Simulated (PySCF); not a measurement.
CuI2, SMILES [I][Cu+][I] (connectivity only; charge and spin as stated), charge +1, multiplicity 3.

Coordinates come from a B3LYP-D3(BJ)/def2-SVP optimisation. The spin state was assumed, not searched. The def2 effective core potentials stand for the cores of I; spin–orbit coupling is left out.

The numbers are results of PBE0/def2-TZVPD (PySCF), not measurements.

Gas-phase values at a fixed geometry.

```yaml
total_energy: -2235.46594 hartree
point_group: D∞h
"α spin, highest occupied and lowest empty level": -13.30 and -5.77 eV
"β spin, highest occupied and lowest empty level": -12.93 and -10.69 eV
dipole_moment_about_the_centre_of_nuclear_charge: 0.000 e·Å
mean_static_polarisability: 107.3 bohr³ (15.90 Å³)
polarisability_principal_values: 58.0, 58.0, 205.9 bohr³
"⟨S²⟩": 2.009 (pure state 2.00)
```
